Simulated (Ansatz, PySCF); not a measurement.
Process, species as SMILES: OB(O)O[SiH3] -> O[B]O[SiH3] + [OH] (HO) (the B-O bond at the site shown breaks; other sites are not compared here)
Geometries: B3LYP-D3(BJ)/def2-TZVP minima from Ansatz (a first-principles code), one conformer each, not searched for the lowest. Frequencies are from Ansatz or PySCF.

Wanted: bond dissociation energy (enthalpy at 298 K, with B3LYP-D3(BJ) rigid-rotor harmonic-oscillator terms), in kJ/mol. Correlated levels leave the core frozen unless marked. UHF or UKS for open shells. Spin-orbit coupling is left out. Non-relativistic unless marked X2C. CBS(X,Y): correlation extrapolated as X^-3; Hartree-Fock from the larger set. The bracket is a focal-point correction in the basis named.

| level | program | bond dissociation energy (kJ/mol) | minus last row |
|---|---|---|---|
| BLYP-D3(BJ)/def2-TZVPD | Ansatz + dftd3 | 568.8 | -36.2 |
| PBE0/STO-3G | Ansatz | 625.6 | 20.6 |
| PBE0-D3(BJ)/def2-TZVP | Ansatz + dftd3 | 583.0 | -22.0 |
| r2SCANh-D4/def2-TZVPD | Ansatz + dftd4 | 571.0 | -34.0 |
| r2SCAN0/def2-TZVPD | Ansatz | 566.7 | -38.3 |
| CAM-B3LYP-D4/def2-TZVPD | Ansatz + dftd4 | 589.6 | -15.4 |
| LC-wPBE/def2-TZVPD | Ansatz | 581.9 | -23.1 |
| wB97X-V/def2-TZVPD | Ansatz | 594.1 | -10.9 |
| B2GP-PLYP-D3(BJ)/def2-TZVPD | Ansatz + dftd3 | 591.7 | -13.3 |
| PBE-QIDH/def2-TZVPD | Ansatz | 593.3 | -11.7 |
| RPA@PBE/cc-pV(T+d)Z | Ansatz | 562.3 | -42.7 |
| MP2/cc-pV(Q+d)Z | Ansatz | 628.1 | 23.1 |
| X2C-CCSD(T)/cc-pVTZ-DK | Ansatz | 595.0 | -10.0 |
| RI-MP2/CBS(cc-pV(T+d)Z,cc-pV(Q+d)Z)+[CCSD(T)-MP2]/cc-pV(T+d)Z | Ansatz | 606.4 | 1.4 |
| CCSD(T)/CBS(cc-pV(T+d)Z,cc-pV(Q+d)Z) | Ansatz | 605.0 | 0.0 |
